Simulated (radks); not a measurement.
Spherical quantum dot in the effective-mass picture: electrons in a parabolic well V = omega^2 r^2 / 2 with omega = 4.42, all in effective atomic units (hartree* = m*/eps^2 hartree, bohr* = eps/m* bohr), one dielectric constant everywhere. Method: non-relativistic Kohn-Sham, r2SCAN, spin-polarised, spherical densities, generalised Kohn-Sham scheme; computed with a radial shooting solver with Libxc functionals. Levels are named by radial order and angular momentum (1s, 1p, 1d, 2s, ...), and open shells are averaged over m.

N = 22, configuration 1s2 1p6 1d10 2s2 1f(up 2, down 0). This is the lowest configuration that the search found. Occupied and some empty levels:

level,occupation,eigenvalue (hartree*),<r> (bohr*)
1s up,1,29.187,0.6837
1s down,1,29.211,0.6800
1p up,3,31.997,0.8760
1p down,3,32.057,0.8726
1d up,5,35.041,1.016
1d down,5,35.131,1.014
2s up,1,35.428,0.9078
2s down,1,35.501,0.9094
1f up,2,38.301,1.130
1f down,0,38.412,1.129
2p up,0,38.911,1.031
2p down,0,38.982,1.031
1g up,0,41.743,1.229
1g down,0,41.872,1.228
2d up,0,42.479,1.146
2d down,0,42.567,1.144

Energy (hartree*): total 528.906, kinetic 109.68, external 213.16, Hartree 228.61, exchange-correlation -22.545.
